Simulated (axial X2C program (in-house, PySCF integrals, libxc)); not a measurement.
Low determinants of BTe⁻ at the PBE0 level, with spin–orbit coupling

Computed with an in-house all-electron X2C program for linear molecules (integrals from PySCF). Two-component (2c) means X2C with spin–orbit coupling and atomic mean-field two-electron Coulomb and Gaunt terms. Basis: Te dyall-acv3z [12s13p9d5f1g], B dyall-av3z [8s7p3d2f] (cores contracted in-house); Gaussian nuclei, density fitting, unrestricted open shells. Masses: Te 129.906 u, B 11.009 u.

Search at 2.060 Å (vertical energies from the lowest determinant):

```tsv
ΔE (eV)	state	electrons beyond evenly filled partner blocks	electrons in ±ω = 1/2, 3/2, 5/2, 7/2
0.00	Ω = 0	none	38 16 4 0
1.82	Ω = 2	ω = 1/2, ω = 3/2	37 17 4 0
2.20	Ω = 1	2 × ω = 1/2	38 16 4 0
2.29	Ω = 1	ω = -1/2, ω = 3/2	37 17 4 0
3.15	Ω = 1	ω = -1/2, ω = 3/2	39 15 4 0
3.20	Ω = 3	2 × ω = 3/2	38 16 4 0
3.32	Ω = 2	ω = 1/2, ω = 3/2	39 15 4 0
```

Lowest determinant, Ω = 0 (closed shell): Re = 2.067 Å, ωe = 663.7 cm⁻¹.

The determinant in row 2 of the search, Ω = 2 (⟨Sz⟩ = 0.99, ⟨Lz⟩ = 1.01 at PBE0), was followed along the bond at PBE0; measured from the minimum of the lowest determinant it gives:

Te = 1.822 eV (14695 cm⁻¹), Re = 2.065 Å, ωe = 636.0 cm⁻¹.

**Question.** Compare the bond of the determinant in row 2 with that of the lowest one.

**Answer.** At PBE0 its Re is 0.002 Å shorter and its force constant, which goes as ωe², is 0.92 times that of the lowest determinant. T0 ≈ Te + Δωe/2 = 14695 + (-14) = 14681 cm⁻¹.

The search compares states at one distance, so a state with another bond length can lie lower; it is not exhaustive and yields mostly the lowest determinant of each block pattern, so other components and higher states of one pattern are missing. These are energies of single determinants, not of spin-adapted states; PBE0 term energies can be off by some tenths of an eV, and the functional has no current term. Open-shell Ω = 0 determinants with evenly filled partner blocks cannot be reached by this program, so the Ω shown need not be the lowest component. For an anion, determinants above electron detachment are held by the basis set. Row 2 has a positive highest level at its minimum.
